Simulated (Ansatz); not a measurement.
Saddle point of Al2NH7O4F, doublet (Al₂NH₅O₃F ([NH3][Al]1([F])[O][Al]([OH])[OH]1) + H₂O → Al₂NH₅O₃F ([NH2][Al]1([F])[OH][Al]([OH])[OH]1) + H₂O; bonds formed: O2–H9, H7–O10; bonds broken: H7–N8, H9–O10), PBE0-D4/def2-TZVP structure:

Al1  (-1.025, -0.717, -0.224)
O2  (0.419, -0.335, -1.157)
Al3  (-0.086, 1.280, -1.778)
O4  (-1.670, 0.875, -0.744)
O5  (0.704, 2.568, -0.963)
F6  (-2.019, -2.010, -0.498)
H7  (0.916, -0.905, 1.222)
N8  (-0.345, -0.790, 1.536)
H9  (1.347, -0.560, -0.404)
O10  (1.953, -0.814, 0.602)
H11  (-2.560, 1.202, -0.868)
H12  (1.040, 3.320, -1.447)
H13  (-0.688, -1.543, 2.119)
H14  (-0.424, 0.068, 2.071)
H15  (2.438, -1.639, 0.532)
(Å)

Energies are electronic, without zero-point energy. Barriers and step energies count from the start structure reached by relaxing down the imaginary mode; all methods use the PBE0-D4 structures, on which another method's saddle can fall below an end. Computed with Ansatz 0.2.0 (basis: def2-TZVPP, with def2-QZVPP for the basis limit); correlated methods freeze the cores; orbitals are unrestricted. B3LYP uses VWN-RPA correlation. Extrapolation: Hartree–Fock as exp(−7.88 √X), correlation as X^−2.97.

```json
{"method": "SPW92", "barrier (eV)": "0.162", "step energy (eV)": "0.149"}
{"method": "PBE-D4", "barrier (eV)": "0.374", "step energy (eV)": "0.105"}
{"method": "BLYP-D4", "barrier (eV)": "?", "step energy (eV)": "0.086"}
{"method": "r2SCAN-D4", "barrier (eV)": "?", "step energy (eV)": "0.080"}
{"method": "B97M-V", "barrier (eV)": "0.654", "step energy (eV)": "0.070"}
{"method": "PBE0-D4", "barrier (eV)": "0.466", "step energy (eV)": "0.064"}
{"method": "B3LYP-D4", "barrier (eV)": "?", "step energy (eV)": "0.049"}
{"method": "r2SCAN0-D4", "barrier (eV)": "0.493", "step energy (eV)": "0.047"}
{"method": "BHLYP-D4", "barrier (eV)": "0.661", "step energy (eV)": "0.011"}
{"method": "CAM-B3LYP-D4", "barrier (eV)": "0.527", "step energy (eV)": "0.038"}
{"method": "wB97X-V", "barrier (eV)": "0.580", "step energy (eV)": "0.067"}
{"method": "wB97M-V", "barrier (eV)": "0.619", "step energy (eV)": "0.075"}
{"method": "B2PLYP", "barrier (eV)": "0.550", "step energy (eV)": "0.035"}
{"method": "PBE-QIDH", "barrier (eV)": "0.540", "step energy (eV)": "0.057"}
{"method": "RPA on PBE", "barrier (eV)": "0.576", "step energy (eV)": "0.047"}
{"method": "HF", "barrier (eV)": "0.924", "step energy (eV)": "-0.122"}
{"method": "MP2", "barrier (eV)": "0.552", "step energy (eV)": "0.079"}
{"method": "CCSD", "barrier (eV)": "0.659", "step energy (eV)": "0.022"}
{"method": "CCSD(T)", "barrier (eV)": "0.607", "step energy (eV)": "0.057"}
```

Problem. Fill in the withheld barriers. (Judge from chemistry; the value comes from the calculation.)

Solution. By the calculation: B3LYP-D4 0.532; BLYP-D4 0.474; r2SCAN-D4 0.422 eV. Each is the energy of the saddle less that of the start structure, by the same method.

For comparison, the barrier by CCSD(T) at an estimated basis limit (MP2 extrapolated from triple and quadruple zeta, plus CCSD(T) − MP2 in triple zeta) is 0.617 eV.

T1 diagnostic: at most 0.014. ⟨S²⟩ of the unrestricted Hartree–Fock references: 0.75 (a pure state has 0.75).

Labels in which every atom is bracketed show which atoms are joined, not bond orders.

For scale, one of the runs: CCSD(T)/def2-TZVPP, 368 basis functions, launched by `ansatz run in.yaml --threads 4 --pin off --events-out ev --progress --plain --max-ram 46080MiB --backend cuda --devices 0, --max-vram 37GiB`. Hardware: 4 CPU threads of an AMD EPYC 7R13 and a share of one NVIDIA H100, shared host. Wall time 52 s; peak host memory 1.6 GiB.
